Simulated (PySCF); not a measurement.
C8H11P.
Atom-mapped SMILES: `[CH3:1][CH:2]=[C:3]=[P:4][C:5]1=[CH:6][CH2:7][CH2:8][CH2:9]1` (hydrogens: H10, H11, H12 on C1; H13 on C2; H14 on C6; H15, H16 on C7; H17, H18 on C8; H19, H20 on C9)

Structure used (GFN2-xTB), in Å, numbered top down from 1:
```xyz
20
C8H11P angstrom
C      2.685   -0.212   -2.520
C      2.498    0.690   -1.335
C      1.370    1.242   -1.001
P     -0.023    2.058   -0.702
C     -0.854    0.852    0.368
C     -2.015    1.073    0.985
C     -2.444   -0.094    1.818
C     -1.498   -1.221    1.369
C     -0.313   -0.515    0.692
H      2.989   -1.205   -2.188
H      1.764   -0.293   -3.091
H      3.470    0.181   -3.165
H      3.383    0.839   -0.723
H     -2.592    1.981    0.936
H     -2.313    0.141    2.879
H     -3.495   -0.345    1.666
H     -2.009   -1.855    0.643
H     -1.180   -1.848    2.200
H      0.542   -0.419    1.367
H      0.031   -1.039   -0.200
```

ESP-fitted charges (e) from the PBE0/pcSseg-1 density (PySCF), one withheld:

| atom | bonded to | charge |
| --- | --- | --- |
| C1 | C2 H10 H11 H12 | -0.2259 |
| C2 | C1 C3 H13 | -0.0264 |
| C3 | C2 P4 | -0.1122 |
| P4 | C3 C5 | -0.1557 |
| C5 | P4 C6 C9 | ? |
| C6 | C5 C7 H14 | -0.2204 |
| C7 | C6 C8 H15 H16 | -0.0768 |
| C8 | C7 C9 H17 H18 | -0.1053 |
| C9 | C8 C5 H19 H20 | -0.0046 |
| H10 | C1 | +0.0783 |
| H11 | C1 | +0.1054 |
| H12 | C1 | +0.0869 |
| H13 | C2 | +0.1084 |
| H14 | C6 | +0.1466 |
| H15 | C7 | +0.0642 |
| H16 | C7 | +0.0581 |
| H17 | C8 | +0.0465 |
| H18 | C8 | +0.0438 |
| H19 | C9 | +0.0235 |
| H20 | C9 | +0.0324 |

Task: What is the charge on C5?

Result: The charges add up to the total charge, 0. The others sum to -0.1332, which leaves +0.1332 e for C5 (fully substituted alkene carbon); the computed value is +0.1334, the difference coming from rounding.

Task: Add each hydrogen's charge to the atom that carries it.

Result: C1 +0.0447, C2 +0.0820, C6 -0.0738, C7 +0.0455, C8 -0.0150, C9 +0.0513. Atoms without hydrogen keep their charges.

Task: Across which bond do the charges differ most?

Result: H14–C6: +0.1466 on H14 against -0.2204 on C6, a difference of 0.3670 e. The lower charge is on the more electronegative element of the two (Pauling values: C 2.55, H 2.20).

Task: Take the bonds between elements whose Pauling electronegativities differ by more than 0.25. In how many does the more electronegative atom carry the lower charge?

Result: In 11 of 13; it doesn't in C3–P4 and P4–C5.

Task: How much positive and how much negative charge does this set hold in all?

Result: +0.9275 e on 12 atoms and -0.9273 e on 8.

The ESP scheme is a least-squares fit of atom-centred charges to the potential on four shells outside the van der Waals surface, with the total charge fixed. Geometry: GFN2-xTB, one conformer, isolated molecule.
